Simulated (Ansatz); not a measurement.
Molecule: sum formula SiI$_{2}$Cl, net charge 0, doublet state. It need not be the lowest isomer of its formula. 
Geometry from a B3LYP-D3(BJ)/def2-TZVP (Ansatz, a first-principles code) optimisation:
```
Si
Cl 1 2.0670
I 1 2.4687 2 109.35
I 1 2.4687 2 109.35 3 -122.54
```
Charge 0, spin multiplicity 2.

Parts of the frozen-core correlation energy in def2-QZVPP (Ansatz, hartree). Frozen orbitals: 28; correlated occupied orbitals by spin: 13 and 12; virtual: 263 and 264. UHF or UKS for open shells. No spin-orbit coupling. Past Kr the def2 sets carry scalar-relativistic core potentials.

| term | value |
|---|---|
| reference (HF) | -1341.90338 |
| MP2 opposite-spin | [?] |
| MP2 same-spin | [?] |
| CCSD correlation | [?] |
| (T) | -0.03540 |
| T1 diagnostic | 0.015 |
| largest doubles amplitude | 0.017 |
| <S^2> of the reference | 0.764 |

Problem. Complete the blanks.

Solution. 
- MP2 opposite-spin, value: -0.47042
- MP2 same-spin, value: -0.15139
- CCSD correlation, value: -0.66325
